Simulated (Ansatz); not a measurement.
One change: `N#[C][AlH][Cl]` becomes `N#CBCl`.

Ansatz, PBE0-D4/def2-TZVP geometries, multiplicity 1. 

```
                                                                                  property  `N#[C][AlH][Cl]`
                                                       HOMO energy (B3LYP/def2-TZVPP) / eV             -9.37
                                                        HOMO energy (PBE0/def2-TZVPP) / eV             -9.62
                                                     HOMO energy (ωB97M-V/def2-TZVPP) / eV            -11.89
                                                      HOMO–LUMO gap (PBE0/def2-TZVPP) / eV              7.17
ideal-gas entropy at 298 K and 1 bar (rigid rotor, harmonic PBE0-D4/def2-TZVP) / J/(mol·K)               312
                                                        LUMO energy (PBE0/def2-TZVPP) / eV             -2.45
```

(1) Give the same properties after the change, and the shifts. (Estimate.)

## Answers

(1) Computed: 
```csv
property,`N#CBCl`,shift
HOMO energy (B3LYP/def2-TZVPP) / eV,-9.42,-0.05
HOMO energy (PBE0/def2-TZVPP) / eV,-9.68,-0.06
HOMO energy (ωB97M-V/def2-TZVPP) / eV,-11.98,-0.09
HOMO–LUMO gap (PBE0/def2-TZVPP) / eV,6.50,-0.67
"ideal-gas entropy at 298 K and 1 bar (rigid rotor, harmonic PBE0-D4/def2-TZVP) / J/(mol·K)",287,-25
LUMO energy (PBE0/def2-TZVPP) / eV,-3.19,-0.74
```

With PBE0 the HOMO falls by 0.06 eV and the LUMO falls by 0.74 eV, so the gap narrows by about 0.68 eV. PBE moves the HOMO by -0.04 eV and ωB97M-V by -0.09 eV.

B3LYP here is the variant with VWN-RPA as its local correlation; programs differ in this.
